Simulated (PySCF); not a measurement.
Method: PBE0/[Ru def2-TZVP with ECP28, F def2-TZVP], scalar-relativistic core potentials, density fitting, no spin–orbit coupling, PySCF.

Each entry is the lowest minimum that a search over a few typed start shapes (and spin states, where more than one is plausible) found, or that minimum re-optimised at the stated level; isomers with ligand–ligand bonds, or fragments after loss of a ligand pair, can lie lower. Open shells are unrestricted.

RuF3 is a quartet of C2v symmetry with Ru–F 1.839 Å (×2), Ru–F 1.853 Å; F–Ru–F 98.3° (×2), F–Ru–F 163.4°. Its wavenumbers are 137, 155, 196, 647, 680, 701 cm⁻¹.

What changes when one electron is removed, giving RuF₃⁺?

It costs 10.67 eV between the minima (10.69 eV with zero-point energy). RuF₃⁺ is a quintet of C2v symmetry with Ru–F 1.764 Å, Ru–F 1.796 Å (×2); F–Ru–F 100.6° (×2), F–Ru–F 158.7°; wavenumbers 128, 187, 193, 734, 783, 796 cm⁻¹.

With open d or f shells other occupations or spin states may lie lower.
